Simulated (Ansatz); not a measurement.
System: sum formula H₅BPO₂, net charge 1, singlet state. It need not be the lowest isomer of its formula. 
Coordinates optimised at B3LYP-D3(BJ)/def2-TZVP (Ansatz, an electronic-structure program):
```
B
O 1 1.3314
H 2 0.9671 1 120.63
O 1 1.3321 2 136.36 3 -0.07
H 4 0.9669 1 120.94 2 0.09
P 1 1.9946 2 112.47 3 179.75
H 6 1.3985 1 113.65 2 3.41
H 6 1.3999 7 106.43 1 -124.31
H 6 1.4002 7 106.26 8 -111.75
```
Charge +1, spin multiplicity 1.

Basis-set convergence of Hartree-Fock and MP2 correlation energies (hartree) with Ansatz. Correlated levels leave the core frozen unless marked. Spin-orbit coupling is left out. Non-relativistic.

```json
[
 {"basis": "cc-pV(D+d)Z", "functions": "90", "E(HF)": "-517.94782", "E(corr, MP2)": "-0.57377"},
 {"basis": "cc-pV(T+d)Z", "functions": "199", "E(HF)": "-518.02253", "E(corr, MP2)": "-0.72371"},
 {"basis": "cc-pV(Q+d)Z", "functions": "379", "E(HF)": "-518.03962", "E(corr, MP2)": "-0.77910"}
]
```

Extrapolating the two largest sets (X = 3 and 4) as X^-3: E(corr) = (64·(-0.77910) - 27·(-0.72371))/37 = -0.8195 Eh, an estimate of the basis-set limit. The largest set recovers 95.1 % of it, the smallest 70.0 %.
